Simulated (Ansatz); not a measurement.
Species: AgI, charge -1, multiplicity 2. The spin state was set by rule; other spins were not relaxed. 
Coordinates optimised at B3LYP-D3(BJ)/def2-TZVP (Ansatz, a quantum-chemistry and plane-wave program):
```
Ag
I 1 2.8505
```
Charge -1, spin multiplicity 2.

Total electronic energies in hartree. Valence correlation only, unless marked. Open shells are spin-unrestricted. Spin-orbit coupling is left out. Frozen are the shells of the preceding noble gas and the d and f shells that filled before the atom's block. Past Kr the def2 sets carry scalar-relativistic core potentials. CBS marks a two-point X^-3 extrapolation of the correlation energy; Hartree-Fock from the larger set. The bracket is a focal-point correction in the basis named.

```tsv
level	program	energy (Eh)
HF/def2-SVPD	Ansatz	-442.84231
HF/def2-TZVPPD	Ansatz	-442.88110
SVWN5/def2-TZVPD	Ansatz	-444.14646
PBE/def2-TZVPD	Ansatz	-444.80474
PBE-D3(BJ)/def2-TZVPD	Ansatz + dftd3	-444.80628
r2SCAN/def2-TZVPD	Ansatz	-444.97053
PBE0/def2-TZVP	Ansatz	-444.81023
PBE0/def2-QZVPP	Ansatz	-444.81485
BHLYP-D4/def2-TZVPD	Ansatz + dftd4	-444.66337
BHLYP/def2-TZVPD	Ansatz	-444.65955
CAM-B3LYP-D3(BJ)/def2-TZVPD	Ansatz + dftd3	-444.77766
LC-wPBE-D4/def2-TZVPD	Ansatz + dftd4	-444.85875
LC-wPBE/def2-TZVPD	Ansatz	-444.85645
B2GP-PLYP-D3(BJ)/def2-TZVPD	Ansatz + dftd3	-444.20417
RPA@PBE/def2-TZVPP	Ansatz	-443.60270
MP2/def2-SVPD	Ansatz	-443.19359
MP2/def2-TZVPPD	Ansatz	-443.42100
SCS-MP2/def2-SVP	Ansatz	-443.13911
SCS-MP2/def2-SVPD	Ansatz	-443.15614
SCS-MP2/def2-QZVPPD	Ansatz	-443.43022
CCSD(T)/def2-QZVPP	Ansatz	-443.48762
RI-MP2/CBS(def2-TZVPPD,def2-QZVPPD)+[CCSD(T)-MP2]/def2-QZVPPD	Ansatz	-443.5301
CCSD(T)/CBS(def2-TZVPPD,def2-QZVPPD)	Ansatz	-443.5309
```

Totals of different functionals don't rank their quality; only differences between species are comparable.
